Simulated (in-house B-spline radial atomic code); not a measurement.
Ne⁷⁺. Computed with a B-spline radial atomic code. Model: all-electron spherical atom, spin shells full or empty, radial basis limit, no spin-orbit coupling: exact exchange with a local potential (Slater, KLI or optimised effective potential, whose far tail is KLI's), no correlation.

Empty minority-spin level lies below the highest occupied level: each spin potential is zero at infinity, spin occupations fixed.

The run also made RPA and GW results, which its time includes.

The Slater potential averages the orbital exchange potentials with the orbital densities as weights, KLI adds orbital constants, and the optimised effective potential minimises the exact-exchange energy among local potentials. So their energies lie above Hartree-Fock in the order OEP, KLI, Slater. All fall off as −1/r, unlike LDA and GGA exchange.

Command:
```bash
python run_gw.py task.json out
```
Settings (lengths in bohr, energies in hartree):
```
Z                      10
electrons              3
configuration          [He] 2s1
hamiltonian            nr
method                 oep
lmax                   9
spin_polarised         True
box_radius             8.41
intervals              61
ion_configuration      1s2
```

Cost of the run: 2.3 s on 1 thread of Arm Neoverse N1, on a shared host.

Given: hamiltonian non-relativistic; mean-field start exchange-only OEP.

Computed: energy above Hartree-Fock 0.41708 millihartree; virial ratio -E/T less 1 0.

```tsv
radius (bohr)	r times exchange potential up (hartree bohr)	r times exchange potential down (hartree bohr)
0.005	-0.042634	-0.048251
0.00588	-0.0501	-0.056709
0.00692	-0.058907	-0.066689
0.00814	-0.069198	-0.07836
0.00958	-0.081297	-0.092091
0.0113	-0.095657	-0.10841
0.0133	-0.11222	-0.12726
0.0156	-0.13106	-0.14874
0.0183	-0.15287	-0.17369
0.0216	-0.17902	-0.2037
0.0254	-0.20835	-0.23754
0.0299	-0.24194	-0.27656
0.0351	-0.27909	-0.3201
0.0413	-0.32091	-0.36971
0.0486	-0.36659	-0.4248
0.0572	-0.41541	-0.48499
0.0673	?	?
0.0791	-0.51612	-0.61583
0.0931	?	?
0.11	-0.60782	-0.75153
0.129	-0.64071	-0.81182
0.152	-0.66184	-0.86665
0.178	-0.6644	-0.91045
0.21	-0.63685	-0.94569
0.247	-0.55774	-0.96989
0.29	-0.43951	-0.98501
0.342	-0.43863	-0.99364
0.402	-0.6034	-0.99767
0.473	-0.74076	-0.9993
0.556	-0.82528	-0.99983
0.654	-0.88799	-0.99997
0.77	-0.93644	-1
0.905	-0.96906	-1
1.07	-0.98807	-1
1.25	-0.99602	-1
1.47	-0.99907	-1
1.73	-0.99979	-1
```

(1) What belongs in the row 0.0673?

(2) What belongs in the row 0.0931?

| occupied | level (hartree) | Hartree-Fock level (hartree) |
| --- | --- | --- |
| 1s up | -40.723 | -42.266 |
| 1s down | -42.09 | -42.09 |
| 2s up | -8.7706 | -8.7705 |

```json
{"empty": "2s down", "level (hartree)": "-9.1331"}
{"empty": "2p down", "level (hartree)": "?"}
{"empty": "2p up", "level (hartree)": "-8.1513"}
{"empty": "3s down", "level (hartree)": "-3.8547"}
{"empty": "3s up", "level (hartree)": "-3.7706"}
{"empty": "3p down", "level (hartree)": "?"}
{"empty": "3d down", "level (hartree)": "-3.6065"}
{"empty": "3p up", "level (hartree)": "-3.6052"}
{"empty": "3d up", "level (hartree)": "-3.5576"}
{"empty": "4s down", "level (hartree)": "-2.122"}
```

(3) What belongs in the row 2p down?

(4) What belongs in the row 3p down?

## Answers

(1) r times exchange potential up (hartree bohr): -0.46594; r times exchange potential down (hartree bohr): -0.54925.

(2) r times exchange potential up (hartree bohr): -0.56423; r times exchange potential down (hartree bohr): -0.68378.

(3) level (hartree): -8.7533.

(4) level (hartree): -3.7332.

The highest level, 2s up, differs from Hartree-Fock by -0.0018 eV and the deepest, 1s down, by -0.000229 eV: a local potential can match the highest level but can't give each shell its own exchange.
